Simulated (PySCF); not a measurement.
## A search over the determinants of KS

Unrestricted PBE0; PySCF, spin-free X2C with a Gaussian nucleus, basis sets K x2c-TZVPall, S x2c-TZVPall. Outer shells of the fragments: K 4s1; S 3s2 3p4.

Followed along the bond (rough minima from three points):

| 2Ms+1 | unpaired | ⟨S²⟩ at the start | R at minimum (Å) | Te (eV) |
| --- | --- | --- | --- | --- |
| 2 | π ↑ | 0.76 | 2.83 | 0.00 |
| 2 | σ ↑ | 0.75 | 2.70 | 0.26 |
| 4 | σ ↑, π ↑↑ | 3.76 | none in the scan | ≤ 2.62 |

Solutions found at the starting distance of 2.930 Å, counted from the lowest of them; the search is not exhaustive and high or unbound solutions are not listed, so other states can lie among these:

| 2Ms+1 | unpaired | term | E (eV) | ⟨S²⟩ | ⟨Lz²⟩ | μ (D) |
| --- | --- | --- | --- | --- | --- | --- |
| 2 | π ↑ | ²Π | 0.00 | 0.76 | 1.01 | -10.41 |
| 2 | σ ↑ | ²Σ⁺ | 0.34 | 0.75 | 0.00 | -10.97 |
| 4 | σ ↑, π ↑↑ | ⁴Σ⁻ | 2.75 | 3.76 | 0.00 | 2.50 |
| 2 | σ ↓, π ↑↑ | mixed | 2.79 | 1.76 | 0.00 | 2.88 |
| 4 | σ ↑↑, π ↑ | ⁴Π | 2.94 | 3.75 | 1.01 | 2.61 |
| 2 | σ ↑, π ↑↓ | mixed | 3.17 | 1.76 | 2.03 | 2.67 |

A term symbol is given only where ⟨S²⟩ and ⟨Lz²⟩ are close to those of a pure state; real π, δ and φ orbitals otherwise mix terms. A positive dipole means K(−)S(+).

Compare the gap between the two lowest followed solutions at the starting distance with the gap between their minima.

At PBE0 the second solution (doublet, unpaired electrons σ ↑) lies +0.34 eV from the first (doublet, unpaired electrons π ↑) at 2.930 Å and +0.26 eV at the minima; the two curves relax by different amounts, since their minima lie near 2.70 and 2.83 Å.

Counting both spins, an empty level lies below a filled one in some of these solutions, because spin and occupation are held.
